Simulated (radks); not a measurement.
Values are calculated unless marked as measured or tabulated.
The iron ion Fe2+, configuration [Ne] 3s1.75 3p6 3d6 4d0.25 (fractional occupations, a model configuration).

Level of theory: scalar-relativistic Kohn-Sham, PBE, spin-unpolarised, spherical densities, finite nucleus; Fermi nuclear charge, rms radius 3.7377 fm (a radial shooting solver on a logarithmic mesh with Libxc functionals).

Energy parts (eV):
total: -34573.537
kinetic: 34987.583
electron-nucleus: -82170.572
Hartree: 14105.824
exchange-correlation: -1496.372

Orbitals (lengths in bohr, moments of r in powers of bohr; <r^-3> diverges for s and p1/2; r(max) is where P^2 peaks):
| orbital | occ. | eigenvalue (eV) | <r^-3> | r(max) | <r^2> | <1/r> |
|---|---|---|---|---|---|---|
| 1s | 2 | -7021.755 | - | 0.03826 | 0.004595 | 25.98 |
| 2s | 2 | -841.5091 | - | 0.2223 | 0.08410 | 5.560 |
| 2p | 6 | -720.3330 | 481.1 | 0.1798 | 0.06814 | 5.455 |
| 3s | 1.75 | -115.5713 | - | 0.7005 | 0.7557 | 1.749 |
| 3p | 6 | -81.5500 | 60.09 | 0.7128 | 0.8594 | 1.609 |
| 3d | 6 | -28.4596 | 5.254 | 0.7071 | 1.428 | 1.258 |
| 4s | 0 | -21.4924 | - | 2.144 | 6.910 | 0.5304 |
| 4p | 0 | -15.4351 | 4.905 | 2.540 | 9.936 | 0.4384 |
| 4d | 0.25 | -8.2255 | 0.3520 | 3.995 | 23.56 | 0.2890 |
| 4f | 0 | -4.6275 | 0.007292 | 6.137 | 52.44 | 0.1653 |

The highest occupied level is 4d at -8.226 eV. The configuration is held as typed, so some empty levels lie below it. The density falls to 0.001 e/bohr^3 at r = 3.18 bohr. The electron density at the nucleus is 1.518e+04 e/bohr^3 (large components only). Summed over all electrons, <r^2> = 21.52 bohr^2, which gives a Langevin (diamagnetic) susceptibility term of -17 x 10^-6 cm^3/mol.
